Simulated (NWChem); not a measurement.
System meant: CH4Cl2Ge; SMILES [CH3][GeH]([Cl])[Cl]

Input file for NWChem:

```
start job
memory heap 200 mb stack 900 mb global 1100 mb
geometry units angstroms noautoz
  Ge    -0.318142    -0.000781     0.357035
  C     -2.002279    -0.003136    -0.619676
  Cl     0.824066    -1.759927    -0.226300
  Cl     0.820652     1.759807    -0.228502
  H     -0.409996     0.000052     1.900797
  H     -2.583534    -0.907092    -0.353138
  H     -2.581724     0.904176    -0.360788
  H     -1.790346    -0.007977    -1.705387
end
basis spherical
  * library def2-svp
end
dft
  xc pbe0
  iterations 4
  mulliken
end
task dft energy
```

End of the output:

```
    Atom       Charge   Shell Charges
 -----------   ------   -------------------------------------------------------
    1 Ge  32    31.81   2.00  2.00  1.93  0.79  0.34  5.99  5.82  1.33  1.03  7.82  2.04  0.73
    2 C    6     6.22   1.96  0.59  0.34  1.86  1.43  0.04
    3 Cl  17    17.04   2.00  1.96  1.05  0.80  5.82  2.24  3.16  0.02
    4 Cl  17    17.04   2.00  1.96  1.05  0.80  5.82  2.24  3.16  0.02
    5 H    1     1.05   0.61  0.41  0.03
    6 H    1     0.94   0.62  0.26  0.07
    7 H    1     0.94   0.62  0.26  0.07
    8 H    1     0.94   0.62  0.25  0.07

 center of mass
 --------------
 x =   0.06870985 y =   0.00001102 z =   0.04520662

 moments of inertia (a.u.)
 ------------------
         866.455718559749           0.000000000000          -0.000000000000
           0.000000000000         514.694423532574           0.000000000000
          -0.000000000000           0.000000000000        1207.078129994262

     Multipole analysis of the density
     ---------------------------------

     L   x y z        total         alpha         beta         nuclear
     -   - - -        -----         -----         ----         -------
     0   0 0 0     -0.000000    -38.000000    -38.000000     76.000000

     1   1 0 0     -1.089686     -0.544843     -0.544843      0.000000
     1   0 1 0     -0.000008     -0.000004     -0.000004      0.000000
     1   0 0 1      0.169713      0.084857      0.084857     -0.000000

     2   2 0 0    -35.603898   -137.165996   -137.165996    238.728093
     2   1 1 0      0.000225     -0.001257     -0.001257      0.002738
     2   1 0 1      0.283102     -5.049470     -5.049470     10.382042
     2   0 2 0    -39.594164   -210.747248   -210.747248    381.900333
     2   0 1 1      0.000095     -0.000326     -0.000326      0.000747
     2   0 0 2    -36.105346    -44.888726    -44.888726     53.672106

 ------------------------------------------------------------------------
 dft energy failed                                                                                  0
 ------------------------------------------------------------------------
 ------------------------------------------------------------------------
  current input line :
    21: task dft energy
 ------------------------------------------------------------------------
 ------------------------------------------------------------------------
 This type of error is most commonly associated with calculations not reaching convergence criteria
 ------------------------------------------------------------------------
 For more information see the NWChem manual at https://nwchemgit.github.io

0:dft energy failed:Received an Error in Communication
```

### Question
What is wrong, and how is it mended?

### Answer
The run did not converge; its last values are not results. Cause: the SCF was allowed too few iterations. This input runs:
```
start job
memory heap 200 mb stack 900 mb global 1100 mb
geometry units angstroms noautoz
  Ge    -0.318142    -0.000781     0.357035
  C     -2.002279    -0.003136    -0.619676
  Cl     0.824066    -1.759927    -0.226300
  Cl     0.820652     1.759807    -0.228502
  H     -0.409996     0.000052     1.900797
  H     -2.583534    -0.907092    -0.353138
  H     -2.581724     0.904176    -0.360788
  H     -1.790346    -0.007977    -1.705387
end
basis spherical
  Ge library def2-svp
  C library def2-svp
  Cl library def2-svp
  H library def2-svp
end
dft
  xc pbe0
  iterations 150
  mulliken
end
task dft energy
```
It converges to -3036.81929 Ha (PBE0/def2-SVP).
